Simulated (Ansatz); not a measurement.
Coupled-cluster diagnostics for Cu2Sn2⁺, Ansatz.

Geometry of the doublet (PBE-D4/def2-SVP):

```csv
atom,x (Å),y (Å),z (Å)
Cu1,0.7277,-1.1565,0.7244
Cu2,0.4409,1.3474,0.6180
Sn3,0.4920,-0.0125,-1.6200
Sn4,-1.6606,-0.1785,0.2776
```

In the def2 sets Sn takes a core potential; there is no spin–orbit coupling. Correlated methods freeze 26 core orbitals; core or outer-core shells of Sn are correlated, in sets that lack core-valence functions. The structure comes from a short search, and lower isomers may exist.

Geometry of the charge 1 quartet (PBE-D4/def2-SVP):

| atom | x (Å) | y (Å) | z (Å) |
| --- | --- | --- | --- |
| Cu1 | 0.4102 | -1.0283 | -0.9304 |
| Cu2 | -0.0718 | 1.2086 | -0.7908 |
| Sn3 | -1.7776 | -0.4148 | 0.5104 |
| Sn4 | 1.4392 | 0.2345 | 1.2108 |

Problem. Estimate the CCSD(T) correlation energy, the shares of MP2 and (T), T1 and the reference's ⟨S²⟩ for: charge 1, doublet, own geometry in def2-SVP; charge 1, quartet, own geometry in def2-SVP; and the rough time on 4 threads of Arm Neoverse V1 on a shared host.

Solution. 
| state | basis | correlation (eV) | MP2 share (%) | (T) share (%) | T1 | ⟨S²⟩ (pure) | wall time | remarks |
| --- | --- | --- | --- | --- | --- | --- | --- | --- |
| charge 1, doublet, own geometry | def2-SVP | -21.654 | 99.2 | 6.1 | 0.053 | 1.64 (0.75) | 48 s | large T1, spin-contaminated |
| charge 1, quartet, own geometry | def2-SVP | -21.075 | 99.5 | 5.9 | 0.062 | 4.17 (3.75) | 71 s | large T1, spin-contaminated |
Customary marks for T1 are 0.02 (closed shells), 0.045 (open shells) and about 0.05 (3d metals). T1 exceeds 0.02 in 2 of 2 rows and 0.045 in 2; the higher it lies, the less the single-reference result can be trusted.
